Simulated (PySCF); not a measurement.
Input for PySCF: R-B3LYP/6-311+G** on CH4F2O (a complex), monomers drawn apart or pushed together.

```python
from pyscf import gto, scf, dft, mp
from pyscf.data.elements import chemcore

mol = gto.M(
    atom='''
    O     0.24599637    0.28892396   -0.05210332
    H     0.38210262   -0.47114322   -0.62652152
    H    -0.54111725    0.08411645    0.46665587
    F     0.70278965   -0.68678443    3.52931209
    C     0.30634513    0.45803913    2.91035086
    F    -0.94594462    0.24445587    2.38550052
    H     0.98411796    0.67510182    2.08625527
    H     0.22865430    1.25222411    3.65332845
    ''',
    basis='6-311+g**',
    charge=0, spin=0, verbose=3, max_memory=1800)
mf = dft.RKS(mol, xc='b3lyp')
mf.conv_tol = 1e-8
mf.max_cycle = 100
mf.kernel()
if not mf.converged:
    mf = mf.newton().run(mf.mo_coeff, mf.mo_occ)
```

The log:

```
converged SCF energy = -315.528652772266
```

The calculation finished and met its thresholds.

Cost: around 2.8 core-seconds (rough).
